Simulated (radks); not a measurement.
Values are calculated unless marked as measured or tabulated.
C II, configuration [He] 2s2 2p1. Level of theory: Dirac Kohn-Sham, PBE, spin-unpolarised, spherical densities, finite nucleus; open shells are shared between the two j in proportion to 2j + 1; Fermi nuclear charge, rms radius 2.4702 fm (a radial shooting solver on a logarithmic mesh with Libxc functionals). Some entries of the table are withheld. Estimate them.

| orbital | occ. | eigenvalue (eV) | <r^2> (bohr^2) | <1/r> (bohr^-1) |
|---|---|---|---|---|
| 1s1/2 | 2 | -288.3890 | (1) | (2) |
| 2s1/2 | 2 | -25.7580 | 2.550 | 0.9853 |
| 2p1/2 | 0.333333 | -17.0122 | 2.838 | 0.8771 |
| 2p3/2 | 0.666667 | -17.0005 | 2.841 | 0.8764 |

Answer. 
(1) 1s1/2 <r^2> (bohr^2): 0.09916
(2) 1s1/2 <1/r> (bohr^-1): 5.649
